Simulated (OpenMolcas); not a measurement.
## Pt2+: ligand-field states by method

Pt2+ with its 6 nearest fluoride ions at 2.027 Å, on the Zn site of KZnF3 (a = 4.054 Å, distance in the model lattice 2.027 Å). The rest of the host is ab initio model potentials to 7.6 Å and point charges beyond; the distance is set by hand and nothing relaxes. Ligand basis ANO-RCC-VDZP.

```
Program             : OpenMolcas
Basis               : ANO-RCC-VTZP [8s7p5d3f1g]
Scalar Hamiltonian  : DKH2, point nucleus
Active space        : 8 electrons in 5 orbitals (5d)
State averaging     : 2S+1 = 3 even, 10 roots; 2S+1 = 1 even, 15 roots
Spin-orbit coupling : state interaction with AMFI integrals over the reference wave functions
```

I. CASSCF
II. SS-CASPT2, IPEA 0.25 Eh, imaginary shift 0.1 Eh (closed shells correlated: 5s 5p and the ligand valence shells)

Spin-free states (labels of O, the rotations of Oh) in cm-1, each column counted from its own energy of the first state listed:

```csv
State,Degeneracy,I,II
3A2,1,0,0
1E,2,12729,8230
1A1,1,23231,17100
3T2,3,23458,26040
3T1,3,31683,31980
1T2,3,35692,34670
1T1,3,39047,37300
3T1,3,50470,53800
1E,2,60426,62070
1T2,3,60646,62170
1A1,1,79191,76310
```

From I to II, I's first state of the same spin (3T2) moves from 23458 to 26040 cm-1, by about +2600 cm-1.

From I to II, I's first state of another spin (1E) moves from 12729 to 8230 cm-1, by about -4500 cm-1.

I: A least-squares ligand-field fit to the states below 45000 cm-1, each weighted by its degeneracy and with a free common offset, gives 10Dq = 23132 cm-1, B = 798 cm-1 and C = 3117 cm-1 (C/B = 3.91), with an rms deviation of 114 cm-1. The same method and metal basis give the free ion B = 865 cm-1 (fit to its terms below 60000 cm-1, rms deviation 8 cm-1), so the nephelauxetic ratio is β = 798 / 865 = 0.92; it hangs on how both fits weigh the states, and computed free-ion B values tend to be too large, so β mixes covalency with correlation.

II: A least-squares ligand-field fit to the states below 45000 cm-1, each weighted by its degeneracy and with a free common offset, gives 10Dq = 26231 cm-1, B = 555 cm-1 and C = 2298 cm-1 (C/B = 4.14), with an rms deviation of 244 cm-1. The same method and metal basis give the free ion B = 677 cm-1 (fit to its terms below 60000 cm-1, rms deviation 447 cm-1), so the nephelauxetic ratio is β = 555 / 677 = 0.82; it hangs on how both fits weigh the states, and computed free-ion B values tend to be too large, so β mixes covalency with correlation.

From I to II, 10Dq changes by +13 %, B by -30 % and C by -26 %.

χT at 300 K: I 1.53, II 1.49 cm3 K/mol.

The states above are spin-free; spin-orbit coupling is strong here and shifts and splits them by thousands of cm-1.

Roots that are degenerate in the reference are averaged as groups; the widest CASPT2 spread within a group is 100 cm-1 (the 3-fold group of multiplicity 3 near 32000 cm-1 above the lowest state of its run, II). Shifts and gaps below about the spread of the groups concerned are not significant. Over all roots computed the reference weight is 0.72 to 0.73 in II; a low but even weight reflects the number of correlated electrons. Real 4d8 and 5d8 ions are as a rule square planar and diamagnetic. The least metal-like active orbital is 84 % on the metal (Löwdin) and no ligand orbital is active, so the numbers are rough. Ligand-to-metal charge-transfer states are missing. With no ligand orbital active B as a rule stays too high, so bands that hang on it stand too high and its fall with covalency is understated. Without dynamic correlation the repulsion within the d shell is too large (B by tens of per cent), so at a given field states of lower spin stand too high (holds for I). With metal d orbitals alone the field can be off either way by tens of per cent (holds for I). With one d shell and no ligand orbital active, 10Dq can be off by a tenth or more (holds for II). The distance lies 3 % under the 2.081 Å that this model takes as the normal distance (a Shannon-type radius plus a fixed donor radius, weighted with the host); by an R⁻⁵ law this alone changes a d-shell field by about +14 %. No measured value stands beside these numbers; the geometry was set by hand and not optimised.
